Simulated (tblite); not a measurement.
Isomers of C7H10OSSi. Method: GFN2-xTB as coded in tblite; computed harmonic values from a numerical Hessian at the method's own geometry, unscaled. Against measured fundamentals such values can be off by several per cent, at times by over 20. Modes of hydrogen on silicon and sulfur can be 10 to 20 % off. One conformer each.

Electronic energies: GFN2-xTB at the same geometries; isomer energies are rough at this level and their order can be wrong.

| SMILES | electronic energy, lowest = 0 (kJ/mol) |
| --- | --- |
| CC#C/C=C\[Si@H]1OCCS1 | 156.7 |
| C[Si@@](O)(S)c1ccccc1 | 0.0 |
| C/C=C/[SiH2]C#CC(=S)OC | 406.6 |
| CC(=O)C[SiH2]c1cccs1 | 200.9 |
| C#C[C@@H]1C=C(SC)CO[SiH2]1 | 241.9 |

Problem. How do GFN2-xTB zero-point energies change the relative energies?

Solution. 
```csv
SMILES,ZPE (kJ/mol),of it from modes above 1550 cm⁻¹,electronic (kJ/mol),"with ZPE, lowest = 0 (kJ/mol)",lowest mode (cm⁻¹),rings
C[Si@@](O)(S)c1ccccc1,387.6,202.4,0.0,0.0,17,1
CC#C/C=C\[Si@H]1OCCS1,389.3,198.8,156.7,158.4,11,1
CC(=O)C[SiH2]c1cccs1,381.5,184.1,200.9,194.8,28,1
C#C[C@@H]1C=C(SC)CO[SiH2]1,378.2,196.5,241.9,232.5,34,1
C/C=C/[SiH2]C#CC(=S)OC,374.7,194.2,406.6,393.7,4i,0
```

The zero-point energies span 14.6 kJ/mol, from `C/C=C/[SiH2]C#CC(=S)OC` to `CC#C/C=C\[Si@H]1OCCS1`. Slightly imaginary modes are left out of the zero-point energy: `C/C=C/[SiH2]C#CC(=S)OC` 3.5i cm⁻¹. The order is unchanged.
